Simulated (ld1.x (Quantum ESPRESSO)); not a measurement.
# What one change does to a pseudopotential (Tc (Z = 43), TM semilocal)

```
Element                 : Tc
Generator               : ld1.x (Quantum ESPRESSO) 7.5
Type                    : norm-conserving Troullier–Martins (semilocal form)
Functional              : PW91
Relativity              : scalar-relativistic
Frozen core             : [Kr]
Valence charge          : 7
Reference configuration : 4d5 5s2 5p0
Partial waves           : 5s (bound): rc 2.45 bohr; 5p (bound, empty): rc 4.00 bohr; 4d (bound): rc 1.80 bohr
Local potential         : the d channel
Core correction         : Bessel-smoothed model core inside 1.70 bohr
```

All-electron outer shells of the reference configuration (PW91, scalar-relativistic, ld1.x):

| shell | level (eV) | outermost node (bohr) | outermost maximum (bohr) |
| --- | --- | --- | --- |
| 4s | -73.44 | 0.50 | 0.95 |
| 4p | -45.39 | 0.51 | 1.03 |
| 4d | -6.71 | 0.50 | 1.27 |
| 5s | -5.10 | 1.28 | 2.72 |
| 5p | -1.45 | 1.45 | 3.67 |

Change: functional PBE.

Cutoffs: the cutoffs (Ry, on a coarse ladder) from which the occupation-weighted sum of valence levels, in a spherical-Bessel basis at the reference potential, stays within 10 and 1 mRy of its value at 400 Ry; they do not see the model core or the augmentation charge, which bear on the density cutoff. Errors are all-electron minus pseudo energies relative to the spin-unpolarised reference configuration.

Task: How do hardness, ghosts and transferability respond?

Result: The potential gets neither clearly harder nor softer (45 Ry and 55 Ry → 45 Ry and 50 Ry); of the 7 tests that both files solve, the error grows in 0 and shrinks in 1 by more than 15 % and 0.3 meV (median size 45.5 → 45.3 meV); the range in which the d phases agree widens (upper end 2.8 → at the end of the scan); neither file shows a bound ghost. A semilocal file is local in each channel, so a ghost entry of none says nothing of the separable form that plane-wave codes build from it.

| quantity | base | changed |
| --- | --- | --- |
| cutoff, loose | 45 Ry | 45 Ry |
| cutoff, tight | 55 Ry | 50 Ry |
| bound ghosts | none | none |
| error for 4d5 5s1 5p0, meV [ΔE 8.22 → 8.15 eV] | -8.0 | -8.1 |
| error for 4d5 5s0 5p0, meV [ΔE 23.13 → 23.00 eV] | -46 | -45 |
| error for 4d4 5s0 5p0, meV [ΔE 51.91 → 51.71 eV] | -118 | -117 |
| error for 4d5 5s1.5 5p0, meV [ΔE 3.31 → 3.28 eV] | -1.9 | -1.9 |
| error for 4d5 5s0 5p2, meV [ΔE 7.77 → 7.71 eV] | +1.5 | +0.6 |
| error for 4d6 5s1 5p0, meV [ΔE -0.93 → -0.94 eV] | -77 | -78 |
| error for 4d3 5s0 5p0, meV [ΔE 94.02 → 93.75 eV] | -615 | -615 |
| s: phases at 4.35 bohr within 0.05 rad from the reference energy up to (Ry; the scan ends near 5) | 0.8 | 0.8 |
| p: phases at 4.35 bohr within 0.05 rad from the reference energy up to (Ry; the scan ends near 5) | 1.0 | 1.0 |
| d: phases at 4.35 bohr within 0.05 rad from the reference energy up to (Ry; the scan ends near 5) | 2.8 | to the end of the scan |
